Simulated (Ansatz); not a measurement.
Ideal-gas functions of C2H2BFO2 (`FB1OC=CO1`) at 500 K and 1 bar, from an Ansatz frequency run at PBE0-D4/def2-TZVP.

Molar mass 87.85 g/mol, point group C2v (symmetry number 2), electronic degeneracy 1, moments of inertia 55.783, 136.251, 192.034 u Å². Harmonic wavenumbers (cm⁻¹, unscaled): 245, 396, 591, 612, 696, 766, 847, 888, 892, 1098, 1123, 1212, 1213, 1406, 1546, 1671, 3288, 3313.

Use S(trans) = R[1.5 ln M + 2.5 ln T − 1.1517]; rotational temperatures θ = 24.2544 K / I; S(rot) = R[ln(√π/σ · √(T³/θAθBθC)) + 1.5]; for each mode x = 1.438777 ν̃/T, S = R[x/(eˣ − 1) − ln(1 − e⁻ˣ)] and H = RT x/(eˣ − 1); 1 cm⁻¹ = 0.0119627 kJ/mol; R = 8.31446 J/(mol·K).

Question: By hand: the entropy, in J/(mol·K).

Answer: Translation 175.4. Rotation: θ = 0.4348, 0.178, 0.1263 K, giving 108.2. Vibration, mode by mode: 11.39, 7.66, 4.83, 4.61, 3.80, 3.25, 2.70, 2.46, 2.44, 1.53, 1.44, 1.17, 1.17, 0.75, 0.54, 0.40, 0.01, 0.01, in all 50.1. Electronic 0.0. Sum 333.7 J/(mol·K).

Question: By hand: H − E and G − E in kJ/mol, counted from the electronic energy.

Answer: Zero-point energy ½ × 21803 × 0.0119627 = 130.4; thermal vibration 16.1; translation, rotation and pV give 4 RT = 16.6. H − E = 163.1 kJ/mol, and G − E = 163.1 − 500 × 333.7/1000 = -3.7 kJ/mol.

Vibration gives 15 % of the entropy.
